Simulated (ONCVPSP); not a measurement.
**Transferability test, ONCV potential for Zn (Z = 30)**

| Quantity | Value |
| --- | --- |
| Element | Zn (Z = 30) |
| Generator | ONCVPSP 4.0.1 |
| Type | optimised norm-conserving Vanderbilt (ONCV) |
| Functional | PBEsol |
| Relativity | scalar-relativistic |
| Frozen core | [Ar] |
| Valence charge | 12 |
| Reference configuration | 3d10 4s2 |
| Partial waves | 4s: rc 1.70 bohr, ncon 5, nbas 9, qcut 3.1 1/bohr, 2 projectors, debl 3.4 Ha; p scattering state at 0.23 Ha: rc 1.60 bohr, ncon 4, nbas 8, qcut 4.1 1/bohr, 2 projectors, debl 0.4 Ha; 3d: rc 0.85 bohr, ncon 4, nbas 9, qcut 21.7 1/bohr, 2 projectors, debl 1.3 Ha |
| Local potential | polynomial inside 0.55 bohr (lpopt 4, dvloc0 0 Ha) |
| Core correction | polynomial model core, fcfact 0.25 |

Energies are relative to the spin-unpolarised reference configuration 3d10 4s2; without spin polarisation the order of configurations can differ from experiment.

| valence configuration | charge | ΔE all-electron (eV) | error AE − PS (meV) |
| --- | --- | --- | --- |
| 3d10 4s1 | +1 | 9.900 | -9.6 |
| 3d10 4s0 | +2 | 28.249 | -57 |

Q: What are ΔE and the potential's error for 3d9 4s2?

A: ΔE = 17.934 eV all-electron; the error (AE − PS) is -151 meV.

Q: What are ΔE and the potential's error for 3d9 4s0?

A: ΔE = 68.758 eV all-electron; the error (AE − PS) is -85 meV.

Levels in the configuration 3d10 4s0:

```tsv
level	all-electron (eV)	pseudo (eV)
3d	-30.836	-30.726
```

Note: ghosts flagged at negative energy: s at -156.7 eV, p at -248.6 eV, p at -63.0 eV; GHOST(+) flagged for s at 192.6 eV. A true bound ghost makes a file unfit for plane-wave use.
